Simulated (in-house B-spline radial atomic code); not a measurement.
## Ionising Si8+ with different functionals

Computed with a B-spline radial code for spherical atoms: non-relativistic Hamiltonian, point nucleus, spin-polarised at highest spin, spherical fractional occupations for the functionals, the average over the highest-spin determinants for Hartree-Fock. The ionisation energy is the difference of two self-consistent energies, [He] 2s2 2p2 → [He] 2s2 2p1, without Breit or QED terms; ε is the level of the shell that loses the electron (its least bound occupied spin orbital).

Hybrids are left out here: with spherical fractional occupations of an open shell their exact exchange keeps a self-interaction that integer-occupation calculations don't have.

```csv
method,rung,ΔSCF (eV),-ε(2p) (eV)
Hartree-Fock,Hartree-Fock,351.21,352.31
LDA VWN5,LDA,351.87,327.73
LDA PW92,LDA,351.85,327.72
LDA exchange-only,LDA,?,?
PBE,GGA,352.10,327.99
PBEsol,GGA,351.71,327.64
BLYP,GGA,352.43,328.20
RPBE,GGA,352.01,327.94
PW91,GGA,352.44,328.30
BP86,GGA,352.18,328.05
AM05,GGA,351.58,327.52
OLYP,GGA,?,?
TPSS,meta-GGA,352.40,328.43
SCAN,meta-GGA,353.25,329.89
r2SCAN,meta-GGA,353.09,329.70
M06-L,meta-GGA,352.84,329.64
revTPSS,meta-GGA,351.93,328.02
```

Question: What does LDA exchange-only give?

Answer: ΔSCF 349.98 eV, and -ε(2p) = 325.92 eV.

Question: What does OLYP give?

Answer: ΔSCF 352.80 eV, and -ε(2p) = 328.88 eV.

Question: How do they compare with the NIST value?

Answer: NIST lists 351.28 eV ± 0.06 (semi-empirical, ground level to ground level). Errors run from -1.30 to +1.97 eV; Hartree-Fock is closest (-0.07 eV), but part of that can be cancellation, since the calculations leave out relativity, Breit-QED terms, multiplet and fine-structure energies. Hartree-Fock also lacks correlation.
